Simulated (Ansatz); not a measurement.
`FC#[C][GeH2][SiH3]` + `[OH][GeH2][F]` → `[F][GeH2][O][SiH3]` + `FC#[C][GeH3]` at 298.15 K and 1 bar (cleavage of the Si–Ge bond).

Gas-phase electronic energies from Ansatz, PBE0-D4/def2-TZVP geometries. CCSD(T)/CBS adds triple-zeta CCSD(T) − MP2 to the extrapolated MP2 energy (def2 sets, frozen cores). For Ge outer-core shells are correlated without core-valence functions, which leaves a few kJ/mol of doubt a bond. Scalar relativity is left out up to krypton. One conformer a species, not always the lowest.

| species | CCSD(T)/CBS energy (Eh) | H − E (kJ/mol) | S (J/(mol·K)) |
| --- | --- | --- | --- |
| `FC#[C][GeH2][SiH3]` | -2543.99145 | 162.0 | 377.4 |
| `[OH][GeH2][F]` | -2252.93819 | 98.4 | 291.4 |
| `[F][GeH2][O][SiH3]` | -2543.25592 | 146.5 | 360.2 |
| `FC#[C][GeH3]` | -2253.70460 | 109.8 | 304.6 |

H − E and S are ideal-gas, rigid-rotor, harmonic terms from PBE0-D4/def2-TZVP, for one conformer and one mirror image of each species. 1 Eh = 2625.50 kJ/mol, R = 8.31446 J/(mol·K).

**Question.** By hand: ΔE, ΔH, ΔS and ΔG.

**Answer.** ΔE = (-2543.25592) + (-2253.70460) − (-2543.99145) − (-2252.93819) = -0.03088 Eh = -81.1 kJ/mol. Δ(H − E) = 146.5 + 109.8 − 162.0 − 98.4 = -4.1, so ΔH = -85.2 kJ/mol. ΔS = 360.2 + 304.6 − 377.4 − 291.4 = -4.0 J/(mol·K). ΔG = -85.2 − 298.15 × (-4.0)/1000 = -84.0 kJ/mol.

**Question.** By hand: the equilibrium constant, and the temperature at which ΔG would vanish if ΔH and ΔS stayed fixed.

**Answer.** log₁₀ K = −ΔG/(RT ln 10) = 14.7. ΔG = 0 at ΔH/ΔS = 21300 K, far beyond where these terms or the molecules hold.

The number of gas molecules stays the same, so ΔS is small and ΔH decides. A doubt of 5 kJ/mol in ΔE shifts log₁₀ K by 0.9 here. Other conformers and mirror images would add mixing entropy, several J/(mol·K) or more a flexible species. Modes under 60 cm⁻¹, often nearly free rotors, make the harmonic entropy too high. These are equilibria of isolated gas molecules and say nothing of rates. Largest T1 diagnostic: 0.013 (customary marks: 0.02 for closed shells, 0.045 for open ones).
